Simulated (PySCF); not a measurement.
B3LYP has the VWN-RPA correlation part, as in Gaussian. Delta-SCF ions had no search for a lower state. Excitations are Tamm–Dancoff values on a coarser integration grid. The basis has no diffuse functions, so Rydberg states are missing or too high.

Cartesian coordinates (Å):
SMILES: C=BCN
```xyz
10

C      2.0646    -0.3420    -0.1695
B      0.7145    -0.2602     0.0986
C     -0.7907    -0.2374     0.3597
N     -1.4768     1.0028    -0.0193
H      2.4559    -0.8784    -1.0270
H      2.8157     0.1295     0.4543
H     -0.9543    -0.4263     1.4277
H     -1.1731    -1.1469    -0.1428
H     -2.4818     0.8785    -0.0214
H     -1.1986     1.3050    -0.9440
```
Charge 0, multiplicity 1.

**Question.** Give the S1 excitation (TDA), LUMO, HOMO, S1–T1 gap (TDA), vertical ionisation energy (Delta-SCF), total energy, brightest of the four lowest singlets (TDA) and T1 excitation (TDA) at the level B3LYP-D3(BJ)/def2-TZVP (PySCF).

**Answer.** 
```yaml
S1 excitation (TDA): 3.64 eV
LUMO: -0.93 eV
HOMO: -6.16 eV
S1–T1 gap (TDA): 0.39 eV
vertical ionisation energy (Delta-SCF): 8.63 eV
total_energy: -159.4415 Ha
brightest of the four lowest singlets (TDA): 5.59 eV
T1 excitation (TDA): 3.25 eV
```
